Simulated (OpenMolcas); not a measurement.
Computed levels of 4s² 4p² in ions with 32 electrons, in cm-1 above ³P₀.

```yaml
Program: OpenMolcas 26.06
Method: SS-RASPT2, IPEA 0.25 Eh, imaginary shift 0.1 Eh
Basis: ANO-R3
Scalar_Hamiltonian: X2C, finite nucleus
Spin-orbit_coupling: state interaction with AMFI integrals over the reference wave functions, term energies averaged over their components
```

Active space for each ion: 2 electrons in 9 orbitals (RAS2 4p; RAS3 4d 5s, at most 1 electron); closed shells correlated by CASPT2: 3d 4s.

```tsv
Level	As+	Br3+
³P₁	912	2240
³P₂	2260	5010
¹D₂	10120	15640
¹S₀	26470	37640
```

Question: Estimate ³P₂, ¹D₂, ¹S₀ for Se2+ from its neighbours As+ and Br3+.

Answer: ³P₂ is fine structure, which grows about as the fourth power of a screened charge, so the fourth roots are averaged: ((2260^0.25 + 5010^0.25) / 2)^4 = 3432. The calculation gives 3510, so the estimate is off by -2.2 %; the measured value is 3937 (Moore, Atomic Energy Levels, vol. II, NSRDS-NBS 35 (1971 reprint of NBS Circular 467, 1952)).
¹D₂ is another term, which grows about linearly with the charge: (10120 + 15640) / 2 = 12880. The calculation gives 12740, so the estimate is off by +1.1 %; the measured value is 13032 (Moore, Atomic Energy Levels, vol. II, NSRDS-NBS 35 (1971 reprint of NBS Circular 467, 1952)).
¹S₀ is another term, which grows about linearly with the charge: (26470 + 37640) / 2 = 32055. The calculation gives 32230, so the estimate is off by -0.5 %.

CASPT2 does not keep the components of a term degenerate, so their means are used; among the terms shown or strongly mixed into the levels shown the widest spread is 100 cm-1 (4s² 4p² ¹D, Br3+). Over all roots computed the reference weight is 0.85 to 0.94 in As+, 0.84 to 0.95 in Se2+, 0.82 to 0.95 in Br3+; the roots of lowest weight are the least certain, and an intruder state may touch them. With the s shell closed, the reference lacks s² → p² mixing. Some terms miss by over 15 % even with CASPT2, which points to a basis or an active space too small for the shells correlated (holds for As+). Measured partners are found by configuration, term and J. A level has none where our copy of the source lacks it or the pairing is in doubt (some pairs that miss far off the trend of their configuration count as doubtful), and it then counts in no deviation. Where the source uses jj or jK labels, the order within each J decides. Levels of configurations outside the active space are missing.
